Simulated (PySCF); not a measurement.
**Ba+: interval between two levels**

Ba+ [Xe] 6s1 [2S1/2, M_J = 1/2] → Ba+ [Xe] 5d1 [2D5/2, M_J = 5/2], as a difference of total energies. All numbers are calculated (PySCF 2.14, the two-component X2C-1e Hamiltonian, in x2c-TZVPall-2c with one added diffuse shell each of s, p, d type (12s12p10d1f, 105 functions)). Correlated levels: [Kr] 4d10 frozen; the 24 highest virtual spinors dropped. "Screened" scales the spin-orbit matrix elements by Boettger's factors to mimic the two-electron term; Breit and QED terms are absent.

| method | interval between two levels (cm⁻¹) |
| --- | --- |
| GHF (screened spin-orbit) | 6631.8 |
| GMP2 (screened spin-orbit) | 8749.6 |

Errors of the correlated levels include the incompleteness of this basis and the frozen core.

For comparison: 5674.8 cm⁻¹ (measured; NIST Handbook of Basic Atomic Spectroscopic Data (Sansonetti and Martin, J. Phys. Chem. Ref. Data 34, 1559 (2005))).
